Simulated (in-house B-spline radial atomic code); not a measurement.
A radial electron density 4πr²n(r) was computed for an atom or ion in its tabulated ground configuration with an all-electron radial atomic-structure program (B-spline basis); method: non-relativistic CAM-B3LYP, spin-polarised, spherical fractional occupations. Columns: r (bohr), 4πr²n(r) (electrons per bohr), bar.

```
  0.0028   0.8062 #
 0.00333    1.112 ##
 0.00396    1.525 ##
  0.0047    2.073 ###
 0.00559     2.81 ####
 0.00665     3.78 #####
  0.0079    5.024 #######
  0.0094     6.62 #########
  0.0112    8.621 ############
  0.0133    10.99 ################
  0.0158    13.77 ####################
  0.0188     16.9 ########################
  0.0223    20.13 #############################
  0.0265    23.31 #################################
  0.0316    26.09 #####################################
  0.0375    27.94 ########################################
  0.0446    28.61 #########################################
   0.053    27.93 ########################################
  0.0631    26.09 #####################################
   0.075    23.79 ##################################
  0.0891    22.01 ###############################
   0.106    21.76 ###############################
   0.126    23.53 #################################
    0.15    26.83 ######################################
   0.178    29.98 ###########################################
   0.212       31 ############################################
   0.252    28.43 ########################################
   0.299    22.67 ################################
   0.356    15.59 ######################
   0.423    10.13 ##############
   0.503    7.741 ###########
   0.598    7.789 ###########
   0.711    8.138 ############
   0.845    7.122 ##########
    1.01    4.723 #######
     1.2    2.346 ###
    1.42   0.8587 #
    1.69   0.2087 
    2.01  0.03293 
    2.39 0.003103 
    2.84 0.0001599
```

Question: Which atom or ion is it?
A. Cr8+
B. Co10+
C. Cr10+
D. Cr9+

Answer: D. The area under the curve, ∫4πr²n dr = ∫r·4πr²n d(ln r) on this logarithmic grid, is 15 electrons, which only this option has. The configuration is [Ne] 3s2 3p3.
